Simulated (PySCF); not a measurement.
palladium atom (Pd), singlet (core potentials on Pd); B3LYP/def2-SVP in PySCF.

PySCF was given this input:
```python
from pyscf import gto, scf, dft

mol = gto.Mole()
mol.atom = '''
    Pd    0.00000000    0.00000000    0.00000000
'''
mol.basis = 'def2-svp'
mol.ecp = {'Pd': 'def2-svp'}
mol.verbose = 4
mol.build()

mf = dft.RKS(mol)
mf.xc = 'b3lyp'
mf.kernel()
mf.analyze()
```

It wrote (shortened):

```
PySCF version 2.14.0

[INPUT] verbose = 4
[INPUT] num. atoms = 1
[INPUT] num. electrons = 18
[INPUT] charge = 0
[INPUT] spin (= nelec alpha-beta = 2S) = 0
[INPUT] symmetry False subgroup None
[INPUT] Mole.unit = angstrom
[INPUT] Symbol           X                Y                Z      unit          X                Y                Z       unit  Magmom
[INPUT]  1 Pd     0.000000000000   0.000000000000   0.000000000000 AA    0.000000000000   0.000000000000   0.000000000000 Bohr   0.0

nuclear repulsion = 0
number of shells = 11
number of NR pGTOs = 57
number of NR cGTOs = 31
basis = def2-svp
ecp = {'Pd': 'def2-svp'}

******** <class 'pyscf.dft.rks.RKS'> ********
method = RKS
initial guess = minao
damping factor = 0
level_shift factor = 0
DIIS = <class 'pyscf.scf.diis.CDIIS'>
diis_start_cycle = 1
diis_space = 8
diis_damp = 0
SCF conv_tol = 1e-09
SCF conv_tol_grad = None
SCF max_cycles = 50
direct_scf = True
direct_scf_tol = 1e-13
XC library pyscf.dft.libxc version 7.1.2
    S. Lehtola, C. Steigemann, M. J. T. Oliveira, and M. A. L. Marques,  SoftwareX 7, 1–5 (2018)
XC functionals = b3lyp
    P. J. Stephens, F. J. Devlin, C. F. Chabalowski, and M. J. Frisch,  J. Phys. Chem. 98, 11623 (1994)
radial grids:
    Treutler-Ahlrichs [JCP 102, 346 (1995); DOI:10.1063/1.469408] (M4) radial grids

becke partition: Becke, JCP 88, 2547 (1988); DOI:10.1063/1.454033
pruning grids: <function nwchem_prune>
grids dens level: 3
symmetrized grids: False
atomic radii adjust function: <function treutler_atomic_radii_adjust>
small_rho_cutoff = 0
Set gradient conv threshold to 3.16228e-05
Initial guess from minao.
tot grids = 22176
init E= -117.064067992593
  HOMO = -1.04588489313226  LUMO = -0.574691237676313  gap/eV = 12.82183
cycle= 1 E= -127.26936197258  delta_E= -10.2  |g|= 1.35  |ddm|= 2.37

WARN: HOMO 0.183709877644298 == LUMO 0.1837098776443

cycle= 2 E= -115.0109152878  delta_E= 12.3  |g|= 4.87  |ddm|=  6.2
  HOMO = -0.340603146640609  LUMO = -0.211470485679799  gap/eV = 3.51388
cycle= 3 E= -127.854081768542  delta_E= -12.8  |g|= 0.304  |ddm|= 5.71
  HOMO = -0.135806076914696  LUMO = -0.0769670862925573  gap/eV = 1.60109
cycle= 4 E= -127.874215377215  delta_E= -0.0201  |g|= 0.197  |ddm|= 0.501
  HOMO = -0.174141752145644  LUMO = -0.0907474189244537  gap/eV = 2.26928
cycle= 5 E= -127.88319785404  delta_E= -0.00898  |g|= 0.0332  |ddm|= 0.142
  HOMO = -0.1811130682371  LUMO = -0.0925334792585089  gap/eV = 2.41037
cycle= 6 E= -127.883445578085  delta_E= -0.000248  |g|= 0.00368  |ddm|= 0.0326
  HOMO = -0.180328301448648  LUMO = -0.092335819385478  gap/eV = 2.39440
cycle= 7 E= -127.883448637815  delta_E= -3.06e-06  |g|= 0.000618  |ddm|= 0.00389
  HOMO = -0.180459170411781  LUMO = -0.0923610780029436  gap/eV = 2.39727
cycle= 8 E= -127.883448767256  delta_E= -1.29e-07  |g|= 4.71e-05  |ddm|= 0.00173
  HOMO = -0.180470427120021  LUMO = -0.0923647539257639  gap/eV = 2.39748
cycle= 9 E= -127.883448767771  delta_E= -5.15e-10  |g|= 6.23e-06  |ddm|= 4.73e-05
  HOMO = -0.180467763596231  LUMO = -0.0923641969585165  gap/eV = 2.39742
Extra cycle  E= -127.883448767757  delta_E= 1.38e-11  |g|= 9.87e-06  |ddm|= 1.44e-05
converged SCF energy = -127.883448767757
**** SCF Summaries ****
Total Energy =                        -127.883448767757457
Nuclear Repulsion Energy =               0.000000000000000
One-electron Energy =                 -227.746202343275797
Two-electron Energy =                   99.862753575518340
Two-electron Coulomb Energy =          112.780024964146591
DFT Exchange-Correlation Energy =      -12.917271388628253
HOMO-LUMO gap [eV] =                     2.397420161517650
**** MO energy ****
MO #1   energy= -3.33902792586508  occ= 2
MO #2   energy= -2.02015079993536  occ= 2
MO #3   energy= -2.02015073979297  occ= 2
MO #4   energy= -2.02015073296095  occ= 2
MO #5   energy= -0.180467867886128 occ= 2
MO #6   energy= -0.180467848613315 occ= 2
MO #7   energy= -0.180467840416084 occ= 2
MO #8   energy= -0.180467763800568 occ= 2
MO #9   energy= -0.180467763596231 occ= 2
MO #10  energy= -0.0923641969585165 occ= 0
MO #11  energy= 0.0130873623455387 occ= 0
MO #12  energy= 0.0130873644796748 occ= 0
MO #13  energy= 0.0130873836432977 occ= 0
MO #14  energy= 0.130423485666256  occ= 0
MO #15  energy= 0.376958319970314  occ= 0
MO #16  energy= 0.376958397418523  occ= 0
MO #17  energy= 0.376958405499791  occ= 0
Dipole moment(X, Y, Z, Debye):  0.00000,  0.00000,  0.00000
```
